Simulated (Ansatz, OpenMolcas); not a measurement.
# GeH2O2 (SMILES [OH][Ge][OH]): methods side by side

The species is GeH2O2 (5 atoms), meant as a singlet with charge 0. SMILES: `[OH][Ge][OH]`. Geometry: relaxed at PBE0-D4/def2-TZVP. This is one conformer, not always the lowest.

Each level gives the electronic atomisation energy (eV). The values are calculated. Electronic energies at fixed atoms, without zero-point motion or spin-orbit coupling.

```tsv
level	kind	program	value (eV)	less CCSD(T)/def2-SVPD	CPU time (all runs)
SVWN5/def2-SVPD	LDA	Ansatz	21.78	+4.45	3.2 s
BLYP/def2-SVPD	GGA	Ansatz	18.45	+1.12	5.1 s
revPBE/def2-SVPD	GGA	Ansatz	17.97	+0.64	4.4 s
r2SCAN/def2-SVPD	meta-GGA	Ansatz	18.31	+0.98	9.8 s
M06-2X/def2-SVPD	hybrid meta-GGA	OpenMolcas	18.13	+0.80	49 s
CAM-B3LYP/def2-SVPD	range-separated hybrid	Ansatz	18.33	+1.00	5.9 s
HSE06/def2-SVPD	range-separated hybrid	Ansatz	17.98	+0.65	6.2 s
B2PLYP/def2-SVPD	double hybrid	Ansatz	18.02	+0.69	7.1 s
RPA@PBE/def2-SVPD	RPA	Ansatz	16.47	-0.86	7.9 s
CCSD(T)/def2-SVPD	coupled cluster or CI	Ansatz	17.33	0.00	19 s
```

Differences are taken from CCSD(T)/def2-SVPD for orientation; it has basis-set and higher-order errors of its own. All-electron rows without a relativistic Hamiltonian named are non-relativistic. Correlated wave functions underbind in double-zeta sets. The values span 16.47 to 21.78 eV. In the correlated wave-function rows the outer d shell of Ge is correlated, in sets not made for it. In so small a basis fixed costs decide the times, and correlated methods can beat functionals. CPU times are rough (shared hosts, several kinds of processor and program).
